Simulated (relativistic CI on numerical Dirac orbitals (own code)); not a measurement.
Pt3+: L2,3 absorption edge

Computed with this model: Dirac-Coulomb-Breit CI, orbitals from a KLI potential per configuration, QED by a radiative potential, multiplet model of core-to-valence dipole absorption, unscaled Slater integrals; configurations [Xe] 4f14 5d7 → [He] 2s2 2p5 3s2 3p6 3d10 4s2 4p6 4d10 4f14 5s2 5p6 5d8; 80 K; Lorentzian 7.5 eV and Gaussian 1 eV FWHM. Energies are those of the free ion, without screening or charge transfer. The branching ratio is the share of the lower-energy edge in the whole absorption, uncertain by about 0.02 where the edges overlap. S is read from ⟨S²⟩ = S(S + 1).

Field parameters in Wybourne normalisation: D4h B²₀ = −7Ds, B⁴₀ = 21(Dq − Dt), B⁴₄ = 21√(5/14) Dq. The field is a parameter set, without covalency.

Case D4h, 10Dq = 31600, Ds = -1500, Dt = 340 cm⁻¹, the dichroism is that of the ground state at zero temperature, magnetised by exchange field 10 meV on Sz. The dichroism I(Δm = −1) − I(Δm = +1), over the sum of the three polarisations, integrates to -0.1414 on the lower edge and 0.0522 on the upper edge. The branching ratio is 0.857.

Problem. Use the orbital sum rule with 3 holes to get ⟨Lz⟩.

Solution. For a p → d edge ⟨Lz⟩ = 2 × n_h × (sum of both integrals) in this sign convention = -0.54; the ground state itself has ⟨Lz⟩ = -0.44 and ⟨Sz⟩ = -0.53. The rule assumes one radial integral for both edges, which relativistic orbitals only approach.
